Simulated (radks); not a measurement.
Spherical quantum dot in the effective-mass picture: electrons in a parabolic well V = omega^2 r^2 / 2 with omega = 0.902, all in effective atomic units (hartree* = m*/eps^2 hartree, bohr* = eps/m* bohr), one dielectric constant everywhere. Calculated with a radial shooting solver with Libxc functionals: non-relativistic Kohn-Sham, exchange-only LDA, spin-polarised, spherical densities. Levels are named by radial order and angular momentum (1s, 1p, 1d, 2s, ...), and open shells are averaged over m. Results are scaled to m* = 0.155 and eps = 10.9, for which hartree* = 35.5 meV and bohr* = 3.721 nm.

N = 21, configuration 1s2 1p6 1d10 2s2 1f(up 1, down 0). This is the lowest configuration that the search found. Occupied and some empty levels:

level,occupation,eigenvalue (meV),<r> (nm)
1s up,1,356.44,6.882
1s down,1,356.73,6.841
1p up,3,369.85,8.457
1p down,3,370.30,8.430
1d up,5,385.57,9.566
1d down,5,386.12,9.552
2s up,1,390.26,8.181
2s down,1,390.64,8.196
1f up,1,403.22,10.45
1f down,0,403.82,10.44
2p up,0,409.90,9.239
2p down,0,410.28,9.246
1g up,0,422.51,11.20
1g down,0,423.13,11.20
2d up,0,430.51,10.19
2d down,0,430.92,10.20

Energy (meV): total 5135.06, kinetic 571.78, external 1902.3, Hartree 2931.3, exchange-correlation -270.26.
